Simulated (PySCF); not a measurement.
BClH4OSi, SMILES [SiH3]OBCl. Atoms are numbered in the order given.

```xyz
8

B     -1.0377    -0.7300     0.0000
Cl     0.4523    -1.7083     0.0000
H     -2.0965    -1.3000     0.0000
O     -0.9627     0.6071     0.0000
Si     0.3673     1.6595     0.0000
H     -0.2065     3.0290     0.0000
H      1.1812     1.4356     1.2252
H      1.1812     1.4356    -1.2252
```
Charge 0, spin multiplicity 1.

Coordinates come from a r2SCAN-D4/def2-SVP optimisation. Other conformers were not sampled.

Computed with PySCF with r2SCAN-D4/def2-SVP.

Frequencies are harmonic and unscaled.

Give all harmonic wavenumbers and intensities. (An estimate is asked for; the answer gives what the named calculation found.)


| mode | ν (cm⁻¹) | IR (km/mol) | moving atoms (share of kinetic energy) |
|---|---|---|---|
| 1 | 108 | 3.0 | Si 40 %, Cl 36 %, O 12 %, H 10 % |
| 2 | 114 | 0.0 | H 94 % |
| 3 | 202 | 1.5 | O 37 %, H 35 %, B 24 % |
| 4 | 437 | 6.4 | O 49 %, Cl 27 %, B 14 %, H 10 % |
| 5 | 699 | 38.6 | B 35 %, Si 29 %, O 22 % |
| 6 | 715 | 50.1 | H 83 %, Si 9 % |
| 7 | 732 | 57.7 | H 80 %, Si 9 % |
| 8 | 797 | 96.6 | B 42 %, H 21 %, O 16 %, Cl 14 % |
| 9 | 840 | 28.1 | H 61 %, B 36 % |
| 10 | 942 | 59.9 | H 96 % |
| 11 | 953 | 70.2 | H 96 % |
| 12 | 961 | 329.1 | H 90 %, Si 9 % |
| 13 | 1117 | 85.6 | H 78 %, O 11 %, B 10 % |
| 14 | 1383 | 549.6 | B 54 %, O 42 % |
| 15 | 2250 | 50.2 | H 98 % |
| 16 | 2260 | 112.0 | H 96 % |
| 17 | 2273 | 112.8 | H 96 % |
| 18 | 2663 | 150.0 | H 91 %, B 9 % |
